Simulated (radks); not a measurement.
The manganese ion Mn+ inside a hard spherical wall (all orbitals vanish at R), configuration held at [Ar] 3d5 4s1 and not refilled when levels cross. All-electron calculation, non-relativistic Kohn-Sham, r2SCAN, spin-polarised, spherical densities, point nucleus; open shells are filled with parallel spins first; meta-GGA in the generalised Kohn-Sham scheme. Program: a radial shooting solver on a logarithmic mesh with Libxc functionals. Eigenvalues in eV for spin up, with the zero of energy where the potential of the charges vanishes at infinity; a dash marks a level that is unbound or too diffuse for the functional's potential to be trusted. A positive occupied level is held by the wall or, in an anion where self-interaction has pushed it up, behind a barrier. The pressure on the wall is -dE/dV.

R (bohr)  E (hartree)  kinetic (hartree)    e(3s)    e(3p)    e(3d)    e(4s)  e(4p, empty)  e(5s, empty)  pressure (GPa)
free      -1150.72317           1149.831  -97.363  -66.208  -16.991  -12.725        -7.506             -               0
15        -1150.72317           1149.831  -97.363  -66.208  -16.991  -12.725        -7.506             -        < 0.0001
12        -1150.72317           1149.831  -97.363  -66.208  -16.991  -12.725        -7.505        -1.335        < 0.0001
10        -1150.72316           1149.831  -97.362  -66.207  -16.990  -12.724        -7.500        -0.881        0.000442
7         -1150.72159           1149.847  -97.289  -66.134  -16.921  -12.645        -7.268         2.381           0.119
4         -1150.57716           1150.563  -94.986  -63.871  -14.758   -8.345        -0.473        35.071            32.4
2         -1145.54116           1168.802  -70.328  -38.725   14.145   79.109        96.888        303.68            7100
